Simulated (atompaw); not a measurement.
# Pseudopotential generation for Gd: PAW (atompaw), LDA (PW92), scalar-relativistic.

* Element: Gd
* Generator: atompaw 4.2.0.5
* Type: PAW
* Functional: LDA (PW92)
* Relativity: scalar-relativistic
* Frozen core: [Kr] 4d10
* Valence charge: 18
* Reference configuration: 4f7 5s2 5p6 5d1 6s0 6p0 (charge +2)
* Partial waves: 5s (bound): rc 2.45 bohr; 6s (bound, empty): rc 3.00 bohr; 5p (bound): rc 2.80 bohr; 6p (bound, empty): rc 2.10 bohr; 5d (bound): rc 3.00 bohr; 5d channel at -0.35 Ry: rc 3.00 bohr; 4f (bound): rc 1.40 bohr; 4f channel at 1.3 Ry: rc 1.40 bohr
* Local potential: bessel scheme, radius 2.05 bohr
* Core correction: smooth core density matched at 2.20 bohr
* Augmentation charge: besselshape compensation charge, radius 2.45 bohr; PAW radius 3.00 bohr; waves and projectors: custom polynom gramschmidtortho

All-electron outer shells of the reference configuration (LDA (PW92), scalar-relativistic, ld1.x):

| shell | level (eV) | outermost node (bohr) | outermost maximum (bohr) |
| --- | --- | --- | --- |
| 4p | -289.71 | 0.29 | 0.54 |
| 4d | -161.48 | 0.27 | 0.56 |
| 5s | -63.77 | 0.65 | 1.20 |
| 5p | -41.19 | 0.70 | 1.35 |
| 4f | -22.79 | – | 0.56 |
| 5d | -15.40 | 0.79 | 1.90 |
| 6s | -15.20 | 1.58 | 3.02 |
| 6p | -10.73 | 1.87 | 3.68 |

**Question.** Estimate the cutoffs (Ry, on a coarse ladder) from which the occupation-weighted sum of valence levels, in a spherical-Bessel basis at the reference potential, stays within 10 and 1 mRy of its value at 400 Ry.

**Answer.** 100 Ry and 160 Ry.

**Question.** Does the potential have ghost states?

**Answer.** No extra level below or beside the all-electron valence levels (s, p, d, f tested).

**Question.** Is the overlap operator S = 1 + Σ q|β⟩⟨β| positive definite (Bessel basis up to 400 Ry)?

**Answer.** Yes: its lowest eigenvalue is 0.56 (s channel).

**Question.** Which valence shell sets the plane-wave cutoff?

**Answer.** 4f: its level needs 100 Ry to come within 1 mRy, against 12 Ry for 5p.
